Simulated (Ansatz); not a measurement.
Cost and result for the atomization energy of CH6SSeSi (`C[Se][SiH2]S`) (10 atoms, 9 bonds).

```xyz
10

C     0.080   -0.924    1.533
Se   -1.282    0.310    0.861
Si   -0.060    1.172   -0.835
S     0.657   -0.306   -2.203
H     0.448   -1.543    0.717
H    -0.409   -1.546    2.280
H     0.895   -0.368    1.992
H     1.189    1.817   -0.360
H    -0.952    2.163   -1.486
H    -0.567   -0.775   -2.500
```

The species carries charge 0 and has multiplicity 1. Correlated methods include outer-core shells of Se, which these sets cover unevenly. Scalar relativity is left out up to krypton. The geometry is a stationary point of PBE0-D4/def2-TZVP. It is one conformer, not always the lowest. Program: Ansatz. All runs use 4 threads of an Arm Neoverse V1 on a shared host. Times are those of one run each, without the atoms' runs, and a repeat can differ threefold. Electronic energies, without spin–orbit coupling; frozen cores. CCSD(T)/CBS adds CCSD(T) − MP2 in def2-TZVPP to the MP2 limit, and its time is that of the two runs behind it. T1 = 0.010. With those shells the extrapolation isn't a true limit. B3LYP takes the VWN-RPA correlation (the form of Gaussian; ORCA's B3LYP/G).

CCSD(T)/CBS is a level of theory with its own doubt, some kJ/mol a heavy atom from the limit and from the frozen cores, so smaller differences don't rank the functionals.

| level | functions | wall time | atomization (kcal/mol) | difference from CCSD(T)/CBS | per bond |
| --- | --- | --- | --- | --- | --- |
| PBE-D4/def2-TZVPP (with forces) | 247 | 3.1 s | 773.2 | 3.6 | 0.4 |
| PBE0-D4/def2-TZVPP | 247 | 4.3 s | 765.7 | -3.9 | -0.4 |
| r2SCAN-D4/def2-TZVPP (with forces) | 247 | 6.5 s | 769.6 | 0.0 | 0.0 |
| B3LYP-D4/def2-TZVPP (with forces) | 247 | 6.5 s | 764.6 | -5.0 | -0.6 |
| B2PLYP/def2-TZVPP | 247 | 7 s | 754.1 | -15.5 | -1.7 |
| ωB97X-V/def2-TZVPP | 247 | 11 s | 771.5 | 1.9 | 0.2 |
| ωB97M-V/def2-TZVPP (with forces) | 247 | 15 s | 767.9 | -1.7 | -0.2 |
| MP2/def2-QZVPP | 466 | 25 s | 764.1 | -5.5 | -0.6 |
| CCSD(T)/def2-TZVPP | 247 | 2.9 min | 747.2 | -22.4 | -2.5 |
| CCSD(T)/CBS(def2) | – | 3.4 min | 769.6 | 0.0 | 0.0 |

The D4 term adds +10.3 kcal/mol with B3LYP and +5.4 kcal/mol with PBE0; it sums over pairs of atoms, weighted by their polarisabilities, and B3LYP, whose exchange is more repulsive, gets the larger term. From PBE to PBE0 (25 % exact exchange), in def2-TZVPP and without D4, the atomization energy moves by −6.7 kcal/mol: exact exchange takes away binding that semilocal exchange gives to molecules. In def2-TZVPP, CCSD(T) changes the Hartree–Fock value by +187.2 kcal/mol (the triples alone add +11.1 kcal/mol) and MP2 by +191.0 kcal/mol; breaking electron pairs costs correlation energy, which Hartree–Fock lacks.
